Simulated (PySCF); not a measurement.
**A ladder for the electron affinity of Co**

Co⁻ [Ar] 3d8 4s2 (3F) → Co [Ar] 3d7 4s2 (4F). Scalar values calculated with PySCF 2.14 in aug-cc-pVTZ-DK (spin-free X2C; valence: [Ar] frozen). The spin-orbit shift comes from two-component X2C-1e calculations (generalised Hartree-Fock, GHF, and MP2 on its spinors, GMP2) in x2c-TZVPall-2c with one added diffuse shell each of s, p, d type: GMP2 gives 0.651 eV without and 0.638 eV with screened spin-orbit coupling, a shift of -0.013 eV (GHF: -0.012 eV). Sums use unrounded values; where a UHF row is shifted, it takes the GHF shift.

| method | scalar (eV) | plus spin-orbit shift (eV) | error (eV) |
| --- | --- | --- | --- |
| UHF | -2.050 | -2.063 | -2.725 |
| MP2 (valence) | 0.458 | 0.445 | -0.218 |
| SCS-MP2 (valence) | 0.322 | 0.309 | -0.354 |
| CCSD (valence) | -0.011 | -0.024 | -0.686 |
| CCSD(T) (valence) | 0.305 | 0.292 | -0.370 |
| LDA | 1.736 | 1.723 | 1.061 |
| PBE | 1.406 | 1.393 | 0.730 |
| PBE0 | 0.661 | 0.647 | -0.015 |
| r2SCAN | 1.025 | 1.012 | 0.349 |
| LC-wPBE | 0.892 | 0.879 | 0.216 |
| r2SCANh | 0.784 | 0.771 | 0.109 |
| B3LYP | 0.899 | 0.886 | 0.223 |
| HSE06 | 0.679 | 0.666 | 0.004 |

Reference: 0.662 eV (measured; photodetachment measurements, as compiled on the Wikipedia data page of electron affinities).

The errors of the correlated levels include the incompleteness of the basis and the frozen core, so a lower level can come closer by cancellation.
